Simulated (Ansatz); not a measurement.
BeBrH (SMILES [BeH][Br]) moved off its minimum; all values from Ansatz (a quantum-chemistry and plane-wave program), cores frozen in correlated methods.
(charge 0, multiplicity 1)
```xyz
3

Be     0.0104    -0.0095    -1.6719
H     -0.0039    -0.0149    -2.9912
Br     0.0323     0.0037     0.2569
```

Problem. Give the forces (eV/Å), the total energy and the dipole at CCSD(T)/aug-cc-pVTZ.

Solution. 
```
atom      Fx      Fy      Fz
----  ------  ------  ------
Be1   -0.005   0.001  -0.476
H2    -0.002  -0.003  -0.097
Br3    0.006   0.002   0.572
```
Energy -2587.9920 hartree, dipole 0.24 D.
